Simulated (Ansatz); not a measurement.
A series at B: from `OB(O)O`, ligands are replaced one by one, each step taking up H₂S and setting free H₂O; n counts the steps. Ansatz, PBE0-D4/def2-TZVP geometries. Each molecule was computed in one conformer, which needn't be the lowest.

| n | molecule | HOMO energy, ωB97M-V/def2-TZVPP (eV) |
| --- | --- | --- |
| 0 | `OB(O)O` | -11.81 |
| 1 | `OB(O)S` | -9.82 |
| 2 | `OB(S)S` | ? |
| 3 | `SB(S)S` | -9.68 |

Problem. By hand: fit a straight line y = ȳ + b (n − n̄) to the 3 given rows and predict n = 2.

Solution. n̄ = 1.333, ȳ = -10.437; Σ(n − n̄)(y − ȳ) = 2.887, Σ(n − n̄)² = 4.667, so b = 0.619 eV a step. Prediction: -10.437 + (0.619) × (0.667) = -10.02 eV.

Problem. By hand: compare with the computed value, -9.58 eV, and give the steps along the whole series.

Solution. The line misses by 0.44 eV (computed minus predicted). Steps: 1.99, 0.24, -0.10 eV.

The steps change sign along the series, so a line is a poor guide. The highest orbital can change its character along such a series. The miss is 19.7 % of the series' range.
